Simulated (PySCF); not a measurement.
From one molecule to another.

First species: C4H4O3S.
SMILES: `CS(=O)(=O)C1=CC1=O`

Second species: 2-cyanopyridine oxide, C6H4N2O.
Structure used (GFN2-xTB), in Å, numbered top down from 1:
```xyz
13
C6H4N2O angstrom
N      3.5348    0.5053   -0.2144
C      2.4071    0.3171   -0.1459
C      1.0054    0.1493   -0.0608
C      0.1656    1.2545    0.0006
C     -1.2013    1.0807    0.0828
C     -1.6940   -0.2201    0.1010
C     -0.8322   -1.2858    0.0377
N      0.5121   -1.1273   -0.0431
O      1.2693   -2.1175   -0.0994
H      0.6097    2.2378   -0.0182
H     -1.8650    1.9273    0.1309
H     -2.7540   -0.4075    0.1641
H     -1.1618   -2.3135    0.0470
```

Levels: wB97X-D/def2-SVPD for dipole moment, HOMO energy, LUMO energy, HOMO–LUMO gap, static isotropic polarisability and electronic spatial extent ⟨r²⟩ about the centre of nuclear charge; TDDFT wB97X-D/def2-SVPD for lowest singlet excitation; TDA wB97X-D/def2-SVPD for lowest triplet excitation (Tamm–Dancoff); GFN2-xTB for rotational constant A and rotational constant C. Geometries: GFN2-xTB. All species are isolated and taken at one optimised geometry, non-relativistic unless stated. Electronic properties by PySCF.

Dipoles, sizes and rotational constants follow the conformer. The torsions of the flexible species, by atom-mapped SMILES:
- `[CH3:1][S:2](=[O:3])(=[O:4])[c:5]1[cH:6][c:7]1=[O:8]`: C1–S2–C5–C6 178°

Values for the first species:

| Property | Result |
| --- | --- |
| Dipole moment | 0.63 D |
| HOMO energy | -9.56 eV |
| LUMO energy | -0.41 eV |
| HOMO–LUMO gap | 9.15 eV |
| Lowest singlet excitation | 4.07 eV |
| Lowest triplet excitation (Tamm–Dancoff) | 3.70 eV |
| Static isotropic polarisability | 73.9 au |
| Electronic spatial extent ⟨r²⟩ about the centre of nuclear charge | 1106 bohr² |
| Rotational constant A | 3.354 GHz |
| Rotational constant C | 1.074 GHz |

Problem. Estimate the same properties for the second species, and the change in each.

Solution. 
```
                                                         property       first      second  second less first
                                                    dipole moment      0.63 D      7.11 D            +6.48 D
                                                      HOMO energy    -9.56 eV    -8.89 eV           +0.67 eV
                                                      LUMO energy    -0.41 eV    -0.71 eV           -0.30 eV
                                                    HOMO–LUMO gap     9.15 eV     8.18 eV           -0.97 eV
                                        lowest singlet excitation     4.07 eV     4.17 eV           +0.10 eV
                         lowest triplet excitation (Tamm–Dancoff)     3.70 eV     2.58 eV           -1.12 eV
                                  static isotropic polarisability     73.9 au     87.7 au           +13.8 au
electronic spatial extent ⟨r²⟩ about the centre of nuclear charge  1106 bohr²  1031 bohr²          -75 bohr²
                                            rotational constant A   3.354 GHz   3.227 GHz         -0.127 GHz
                                            rotational constant C   1.074 GHz   1.060 GHz         -0.014 GHz
```

On the first: S1 lies 5.08 eV below the HOMO–LUMO gap; its leading configuration is HOMO→LUMO, weight 0.98. The vertical singlet–triplet gap S1 − T1 is 0.37 eV (TDDFT singlet less Tamm–Dancoff triplet; S1: HOMO→LUMO, weight 0.98; T1: HOMO→LUMO, weight 0.97).

On the second: In wavenumbers S1 is 33600 cm⁻¹ (1 eV = 8065.54 cm⁻¹). The polarisability is 13.00 Å³ as a volume (1 au = 0.148185 Å³), or 1.41 au for each of the 62 electrons.
